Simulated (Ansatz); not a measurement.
`C[Si](C)(C)C#Cc1ccc(-c2ccc(-c3ccc(-c4ccc(-c5ccc(-c6ccc(C#C[Si](C)(C)C)nc6)nc5)nc4)nc3)nc2)nc1`. Charge 0, multiplicity 3. Geometry r2SCAN-D4/def2-SVP, that of the neutral singlet; atoms count from 1.

Cartesian coordinates in Å:
```
C 6.613 -7.411 -13.877
Si 4.950 -6.561 -14.087
C 3.707 -7.730 -14.874
C 5.131 -4.998 -15.112
C 4.324 -6.094 -12.414
C 3.912 -5.791 -11.296
C 3.435 -5.443 -10.006
C 2.799 -6.378 -9.164
C 2.353 -5.977 -7.912
C 2.544 -4.642 -7.501
C 2.095 -4.148 -6.184
C 1.577 -4.981 -5.177
C 1.172 -4.433 -3.966
C 1.290 -3.044 -3.761
C 0.881 -2.393 -2.501
C 0.482 -3.101 -1.354
C 0.100 -2.410 -0.211
C 0.112 -1.001 -0.221
C -0.294 -0.195 0.949
C -0.130 1.202 0.945
C -0.520 1.946 2.049
C -1.078 1.289 3.165
C -1.515 2.003 4.381
C -2.152 1.306 5.424
C -2.563 1.988 6.560
C -2.334 3.376 6.657
C -2.747 4.168 7.834
C -3.380 3.610 8.959
C -3.736 4.428 10.023
C -3.451 5.808 9.948
C -3.809 6.668 11.032
C -4.128 7.375 11.984
Si -4.582 8.474 13.395
C -3.368 8.164 14.796
C -6.330 8.052 13.939
C -4.481 10.257 12.814
N -2.845 6.359 8.876
C -2.511 5.562 7.869
N -1.719 4.045 5.664
C -1.329 3.387 4.580
N -1.248 -0.047 3.166
C -0.873 -0.751 2.107
N 0.509 -0.318 -1.311
C 0.877 -0.985 -2.398
N 1.783 -2.242 -4.724
C 2.167 -2.771 -5.878
N 3.146 -3.746 -8.308
C 3.570 -4.126 -9.502
H 7.021 -7.710 -14.857
H 7.344 -6.743 -13.395
H 6.522 -8.317 -13.256
H 4.045 -8.039 -15.877
H 3.576 -8.640 -14.266
H 2.721 -7.251 -14.981
H 5.505 -5.238 -16.122
H 4.166 -4.479 -15.222
H 5.841 -4.296 -14.646
H 2.662 -7.408 -9.505
H 1.850 -6.700 -7.266
H 1.492 -6.060 -5.326
H 0.762 -5.085 -3.192
H 0.479 -4.194 -1.338
H -0.194 -2.965 0.682
H 0.304 1.672 0.059
H -0.396 3.031 2.041
H -2.311 0.231 5.310
H -3.061 1.441 7.364
H -3.598 2.541 9.015
H -4.228 4.023 10.910
H -3.603 8.804 15.663
H -3.403 7.115 15.129
H -2.335 8.383 14.482
H -7.050 8.205 13.119
H -6.639 8.690 14.785
H -6.405 7.002 14.262
H -5.173 10.442 11.978
H -3.464 10.504 12.469
H -4.741 10.950 13.632
H -2.018 6.024 7.007
H -0.829 3.998 3.819
H -1.058 -1.830 2.175
H 1.193 -0.398 -3.267
H 2.563 -2.088 -6.637
H 4.055 -3.362 -10.124
```

Single mean-field runs in def2-SVP are fitted with def2-universal-jkfit. At PBE0-D4/def2-SVP a singlet of charge 0 lies 2.65 eV below the triplet at the same geometry.

Problem. Estimate the Mulliken populations of the heavy atoms from the PBE0/def2-SVP orbitals of Ansatz.

Solution. 
| atom | charge (e) | spin (α − β) |
| --- | --- | --- |
| C1 | -0.31 | 0.00 |
| Si2 | 0.52 | 0.00 |
| C3 | -0.32 | 0.00 |
| C4 | -0.32 | 0.00 |
| C5 | -0.39 | 0.10 |
| C6 | 0.15 | -0.06 |
| C7 | -0.13 | 0.14 |
| C8 | 0.08 | -0.06 |
| C9 | -0.05 | 0.10 |
| C10 | 0.05 | -0.05 |
| C11 | -0.03 | 0.28 |
| C12 | 0.01 | -0.07 |
| C13 | -0.03 | 0.15 |
| C14 | 0.04 | 0.06 |
| C15 | -0.03 | 0.30 |
| C16 | 0.00 | 0.04 |
| C17 | -0.03 | 0.05 |
| C18 | 0.04 | 0.30 |
| C19 | -0.03 | 0.03 |
| C20 | 0.04 | 0.12 |
| C21 | -0.03 | -0.06 |
| C22 | 0.05 | 0.23 |
| C23 | -0.04 | -0.05 |
| C24 | 0.05 | 0.08 |
| C25 | -0.04 | -0.05 |
| C26 | 0.05 | 0.11 |
| C27 | -0.03 | -0.03 |
| C28 | 0.01 | 0.04 |
| C29 | 0.02 | -0.02 |
| C30 | -0.06 | 0.04 |
| C31 | 0.21 | -0.02 |
| C32 | -0.40 | 0.03 |
| Si33 | 0.52 | 0.00 |
| C34 | -0.32 | 0.00 |
| C35 | -0.32 | 0.00 |
| C36 | -0.32 | 0.00 |
| N37 | -0.15 | -0.02 |
| C38 | 0.08 | 0.04 |
| N39 | -0.17 | -0.04 |
| C40 | 0.05 | 0.09 |
| N41 | -0.17 | -0.06 |
| C42 | 0.06 | 0.15 |
| N43 | -0.17 | 0.00 |
| C44 | 0.10 | 0.10 |
| N45 | -0.17 | 0.09 |
| C46 | 0.09 | -0.04 |
| N47 | -0.17 | 0.07 |
| C48 | 0.10 | -0.05 |
Mulliken values depend strongly on the basis.

Problem. Where does the spin sit?

Solution. Summed by element: C 2.01, Si 0.00, N 0.04, H -0.04, of 2 unpaired in all. Largest on single atoms: C18 0.30, C15 0.30, C11 0.28.

Problem. And the Mayer bond orders between heavy atoms (over 0.3, the first 40 of 53)?

Solution. C1–Si2 1.03 (1.88 Å); Si2–C3 1.03 (1.88 Å); Si2–C4 1.03 (1.88 Å); Si2–C5 0.84 (1.85 Å); C5–C6 2.72 (1.23 Å); C6–C7 1.00 (1.42 Å); C7–C8 1.34 (1.41 Å); C7–C48 1.27 (1.42 Å); C8–C9 1.46 (1.39 Å); C9–C10 1.31 (1.41 Å); C10–C11 1.09 (1.48 Å); C10–N47 1.45 (1.35 Å); C11–C12 1.28 (1.41 Å); C11–C46 1.23 (1.41 Å); C12–C13 1.52 (1.39 Å); C13–C14 1.22 (1.41 Å); C14–C15 1.19 (1.48 Å); C14–N45 1.39 (1.35 Å); C15–C16 1.21 (1.41 Å); C15–C44 1.15 (1.41 Å); C16–C17 1.58 (1.39 Å); C17–C18 1.18 (1.41 Å); C18–C19 1.16 (1.48 Å); C18–N43 1.37 (1.35 Å); C19–C20 1.27 (1.41 Å); C19–C42 1.22 (1.41 Å); C20–C21 1.49 (1.39 Å); C21–C22 1.27 (1.41 Å); C22–C23 1.07 (1.48 Å); C22–N41 1.44 (1.35 Å); C23–C24 1.34 (1.41 Å); C23–C40 1.29 (1.41 Å); C24–C25 1.44 (1.39 Å); C25–C26 1.32 (1.41 Å); C26–C27 1.04 (1.48 Å); C26–N39 1.48 (1.35 Å); C27–C28 1.37 (1.41 Å); C27–C38 1.32 (1.41 Å); C28–C29 1.44 (1.39 Å); C29–C30 1.35 (1.41 Å).
